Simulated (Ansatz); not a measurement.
Cost and result for the atomization energy of C2H9ClSi2, SMILES `CC[SiH]([SiH3])Cl` (14 atoms, 13 bonds).

Cartesian coordinates in Å:
```
C -0.5737 -2.2326 0.2333
C -0.2297 -0.9364 -0.4935
Si 0.2312 0.4764 0.6428
Si 0.6733 2.4668 -0.5056
Cl -1.3508 0.8483 1.9314
H 0.2665 -2.5858 0.8362
H -1.4243 -2.0955 0.9043
H -0.8315 -3.0257 -0.4727
H -1.0662 -0.6092 -1.1201
H 0.6194 -1.0849 -1.1721
H 1.3841 0.0861 1.4999
H 1.8166 2.2759 -1.4411
H 1.0096 3.5537 0.4508
H -0.5246 2.8628 -1.2937
```

Total charge 0; spin multiplicity 1. Geometry: relaxed with PBE0-D4/def2-TZVP. It is one conformer, not always the lowest. Program: Ansatz. All runs use 2 threads of an AMD EPYC 7R13 on a shared host and a share of an NVIDIA H100 80 GB. Times are those of one run each, without the atoms' runs, and a repeat can differ threefold. Electronic energies, without spin–orbit coupling; frozen cores. CCSD(T)/CBS adds CCSD(T) − MP2 in def2-TZVPP to the MP2 limit, and its time is that of the two runs behind it. T1 = 0.010. B3LYP takes the VWN-RPA correlation (the form of Gaussian; ORCA's B3LYP/G).

CCSD(T)/CBS is a level of theory with its own doubt, some kJ/mol a heavy atom from the limit and from the frozen cores, so smaller differences don't rank the functionals.

| level | functions | wall time | atomization (kcal/mol) | difference from CCSD(T)/CBS | per bond |
| --- | --- | --- | --- | --- | --- |
| PBE-D4/def2-TZVPP (with forces) | 314 | 3.8 s | 1152.7 | 3.2 | 0.2 |
| PBE0-D4/def2-TZVPP | 314 | 4.2 s | 1147.2 | -2.3 | -0.2 |
| r2SCAN-D4/def2-TZVPP (with forces) | 314 | 4.4 s | 1150.7 | 1.2 | 0.1 |
| B2PLYP/def2-TZVPP | 314 | 4.4 s | 1132.5 | -17.0 | -1.3 |
| B3LYP-D4/def2-TZVPP (with forces) | 314 | 5.5 s | 1146.7 | -2.8 | -0.2 |
| MP2/def2-QZVPP | 594 | 6 s | 1141.4 | -8.1 | -0.6 |
| ωB97X-V/def2-TZVPP | 314 | 7.5 s | 1155.0 | 5.5 | 0.4 |
| CCSD(T)/def2-TZVPP | 314 | 8.5 s | 1122.0 | -27.5 | -2.1 |
| ωB97M-V/def2-TZVPP (with forces) | 314 | 9 s | 1150.9 | 1.4 | 0.1 |
| CCSD(T)/CBS(def2) | – | 15 s | 1149.5 | 0.0 | 0.0 |

The D4 term adds +13.1 kcal/mol with B3LYP and +7.0 kcal/mol with PBE0; it sums over pairs of atoms, weighted by their polarisabilities, and B3LYP, whose exchange is more repulsive, gets the larger term. From PBE to PBE0 (25 % exact exchange), in def2-TZVPP and without D4, the atomization energy moves by −4.3 kcal/mol: exact exchange takes away binding that semilocal exchange gives to molecules. In def2-TZVPP, CCSD(T) changes the Hartree–Fock value by +242.7 kcal/mol (the triples alone add +12.1 kcal/mol) and MP2 by +245.9 kcal/mol; breaking electron pairs costs correlation energy, which Hartree–Fock lacks.
